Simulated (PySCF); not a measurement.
Vertical excitations of a molecule C4H7NSi from TDDFT-CAM-B3LYP/def2-SVPD (PySCF), as energy in eV (oscillator strength): 4.87 (0.001), 5.40 (0.189), 5.99 (0.008), 6.09 (0.012), 6.64 (0.019), 6.84 (0.044), 7.07 (0.182), 7.33 (0.014), 7.42 (0.013), 7.57 (0.192). Lowest triplet (TDA): 3.22 eV. Coordinates come from a PBE-D3(BJ)/def2-SVP optimisation. Other conformers were not sampled.

Problem. Which molecule gave these data?
A. C[Si@H]1C=CN=C1
B. C#C/C=N\C[SiH3]
C. C#CC(=C)[SiH2]N
D. C/C(C#N)=C/[SiH3]

Solution. C, C#CC(=C)[SiH2]N
